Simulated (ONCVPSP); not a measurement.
# thulium ONCV: all-electron and pseudo phase curves

thulium (Tm), optimised norm-conserving Vanderbilt (ONCV), made with ONCVPSP 4.0.1 (PBE, scalar-relativistic). Core [Kr] 4d10, reference 4f13 5s2 5p6 6s1.5 6p0.5. Waves: 5s+6s: rc 1.75 bohr, ncon 4, nbas 7, qcut 6.3 1/bohr, 3 projectors, debl 2.8 Ha; 5p+6p: rc 2.65 bohr, ncon 4, nbas 7, qcut 6.3 1/bohr, 2 projectors; d scattering state at 0.37 Ha: rc 2.80 bohr, ncon 4, nbas 8, qcut 3.8 1/bohr, 3 projectors, debl 1.6 Ha; 4f: rc 0.70 bohr, ncon 4, nbas 9, qcut 20.3 1/bohr, local. Local part: the f channel. Core correction: Teter function, fcfact 6, rcfact 1.2.

In the d channel the program set the typed energies aside and used -0.049, 1.551, 3.151 Ha.

The phase is arctan(r·R′/R) of the radial function R(r), unwrapped; energies in Ha, scanned from -3 to 5 Ha. A pole is an energy at which the radial function vanishes at the test radius. The pseudo phase is shifted by a multiple of π to meet the all-electron one at the reference energy, and phase errors are pseudo minus all-electron; the curves can meet again beyond the range given. Levels narrower than the energy grid can be missing from the lists of poles.

**Question.** For each channel, where are the poles, and over which energies does the pseudopotential scatter like the atom?

**Answer.**

```json
{"channel": "s", "radius (bohr)": "1.77", "reference energy (Ha)": "-0.16", "poles, all-electron": "-1.32", "poles, pseudo": "-1.32", "unbroken range about the reference energy with phases within 0.05 rad": "the whole range", "phase error 1 Ha above the reference energy (rad)": "+0.000"}
{"channel": "p", "radius (bohr)": "2.69", "reference energy (Ha)": "-0.05", "poles, all-electron": "-0.92, 2.29", "poles, pseudo": "-0.92, 2.25", "unbroken range about the reference energy with phases within 0.05 rad": "below 3.2", "phase error 1 Ha above the reference energy (rad)": "-0.002"}
{"channel": "d", "radius (bohr)": "2.84", "reference energy (Ha)": "-0.05", "poles, all-electron": "0.37, 3.17", "poles, pseudo": "0.37, 3.17", "unbroken range about the reference energy with phases within 0.05 rad": "below 4.8", "phase error 1 Ha above the reference energy (rad)": "-0.000"}
{"channel": "f", "radius (bohr)": "0.71", "reference energy (Ha)": "-0.14", "poles, all-electron": "none", "poles, pseudo": "none", "unbroken range about the reference energy with phases within 0.05 rad": "the whole range", "phase error 1 Ha above the reference energy (rad)": "+0.002"}
```

Note: ghosts flagged at negative energy: s at -1164.7 eV, p at -656.2 eV, d at -369.8 eV; GHOST(+) flagged for s at 211.7 eV. A true bound ghost makes a file unfit for plane-wave use.

Phases in the f channel:

```tsv
E (Ha)	all-electron	pseudo
-2.98	-0.109	-0.079
-2.54	-0.285	-0.264
-2.10	-0.458	-0.444
-1.66	-0.617	-0.609
-1.22	-0.759	-0.755
-0.78	-0.881	-0.880
-0.34	-0.985	-0.984
0.10	-1.072	-1.072
0.54	-1.147	-1.146
0.98	-1.210	-1.208
1.42	-1.265	-1.261
1.86	-1.313	-1.307
2.30	-1.355	-1.347
2.74	-1.392	-1.381
3.18	-1.425	-1.413
3.62	-1.455	-1.440
4.06	-1.482	-1.465
4.50	-1.507	-1.488
4.94	-1.531	-1.508
```
